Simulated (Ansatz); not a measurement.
def2 core potentials replace the inner electrons of Sb.

Species: C6H7O2Sb, SMILES `[OH][Sb]([OH])[c]1ccccc1` with one electron added (charge -1, multiplicity 2).

Task: Give a relaxed geometry from B3LYP-D3(BJ)/def2-SVP in Ansatz (a program for electronic structure).

Result: This is not unique; one that fits is the end point of this relaxation, one of several conformers (outside a Z-matrix the atoms follow the SMILES, hydrogens last).
Cartesian coordinates (Å) in one orientation:
```xyz
16

O      2.713    -1.467    -0.968
Sb     2.541    -0.177     0.798
O      2.172     1.662     1.922
C      0.428    -0.102     0.219
C     -0.488     0.663     0.965
C     -1.845     0.693     0.626
C     -2.316    -0.042    -0.468
C     -1.412    -0.808    -1.217
C     -0.056    -0.841    -0.878
H      3.669    -1.553    -1.090
H      1.713     2.269     1.322
H     -0.100     1.235     1.813
H     -2.542     1.294     1.221
H     -3.378    -0.019    -0.736
H     -1.771    -1.384    -2.078
H      0.670    -1.424    -1.451
```
